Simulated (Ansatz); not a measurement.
```yaml
crystal:
  periodic: [true, true, true]
  atoms:
    - {symbol: Al, position_ang: [1.075941, 1.763336, -2.511451]}
    - {symbol: P, position_ang: [0.265885, 0.419430, -0.556792]}
    - {symbol: C, position_ang: [-1.265201, 0.539801, 0.252790]}
    - {symbol: C, position_ang: [-1.629859, -0.293484, 1.317169]}
    - {symbol: C, position_ang: [-0.801183, -1.305092, 1.833991]}
    - {symbol: C, position_ang: [0.483365, -1.579935, 1.332329]}
    - {symbol: C, position_ang: [1.067325, -0.880599, 0.269243]}
    - {symbol: H, position_ang: [-1.963113, 1.316379, -0.099084]}
    - {symbol: H, position_ang: [-2.621548, -0.147619, 1.776362]}
    - {symbol: H, position_ang: [-1.175343, -1.909868, 2.673958]}
    - {symbol: H, position_ang: [1.063456, -2.390846, 1.802962]}
    - {symbol: H, position_ang: [2.081129, -1.147358, -0.069905]}
    - {symbol: H, position_ang: [2.642698, 1.731777, -2.133415]}
    - {symbol: H, position_ang: [0.208232, 3.082753, -2.185687]}
    - {symbol: H, position_ang: [0.568216, 0.801326, -3.702469]}
basis:
  gaussian: {orbitals: "6-31G*", final_grid: {core_spheres: 8, valence_spheres: 7, degree: 23}}
hamiltonian: {xc: {name: PBE}}
scf: {omitted_lower_state_checks: [starts]}
```

```sh
$ ansatz run in.yaml --threads 4 --pin off --events-out ev --progress --plain --max-ram 4787MiB
```

Output, abridged:

```
Error: YAML parse error: error: line 2 column 3: crystal: missing field `lattice` (a structure is typed as `lattice` and `atoms`, a molecule's as `atoms` in Å alone, or read from a run's directory, `checkpoint`)
 --> <input>:2:3
1 | crystal:
2 |   periodic: [true, true, true]
3 |   atoms:
4 |     - {symbol: Al, position_ang: [1.075941, 1.763336, -2.511451]}
```

In this input the species is marked periodic without a cell. The input was rejected before any iteration.
